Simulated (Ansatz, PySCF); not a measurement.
Gas-phase reaction in SMILES: N[Si](N)(Cl)Cl → N[Si](Cl)Cl + [NH2] (NH2) (the N-Si bond at the site shown breaks; other sites are not compared here)
Geometries: B3LYP-D3(BJ)/def2-TZVP minima from Ansatz (a first-principles code), one conformer each, not searched for the lowest. Frequencies are from Ansatz or PySCF.
Geometry of the first species:
SMILES: Cl[Si](N)(N)Cl
```xyz
9

Si     0.0035    -0.3639     0.0078
Cl    -0.0753     0.8478    -1.6658
Cl     0.0581     0.9201     1.6277
N      1.3836    -1.3291     0.1763
N     -1.3574    -1.3621    -0.1183
H      1.5772    -2.0583    -0.4921
H      2.2193    -0.9647     0.6039
H     -2.1998    -1.0328    -0.5608
H     -1.5371    -2.0655     0.5810
```

Quantity: bond dissociation energy (0 K, with B3LYP-D3(BJ) harmonic zero-point energies), in kcal/mol. Correlated levels leave the core frozen unless marked. Open shells are spin-unrestricted. Spin-orbit coupling is left out. Non-relativistic. Basis-set limits of correlation are two-point, X^-3; Hartree-Fock from the larger set. The bracket is a focal-point correction in the basis named.

```tsv
level	program	bond dissociation energy (kcal/mol)
PBE-D3(BJ)/def2-TZVPD	Ansatz + dftd3	[?]
r2SCAN-D4/def2-TZVPD	Ansatz + dftd4	102.9
PBE0/def2-SVP	Ansatz	[?]
PBE0/def2-QZVPP	Ansatz	104.7
SCS-MP2/STO-3G	Ansatz	89.6
SCS-MP2/cc-pwCVTZ	Ansatz	113.4
CCSD(T) with core electrons (1s frozen past Ne)/cc-pwCVTZ	Ansatz	110.1
RI-MP2/CBS(cc-pV(T+d)Z,cc-pV(Q+d)Z)+[CCSD(T)-MP2]/cc-pV(T+d)Z	Ansatz	[?]
```

What belongs in the gaps?


- PBE-D3(BJ)/def2-TZVPD, bond dissociation energy (kcal/mol): 103.9
- PBE0/def2-SVP, bond dissociation energy (kcal/mol): 106.0
- RI-MP2/CBS(cc-pV(T+d)Z,cc-pV(Q+d)Z)+[CCSD(T)-MP2]/cc-pV(T+d)Z, bond dissociation energy (kcal/mol): 112.5
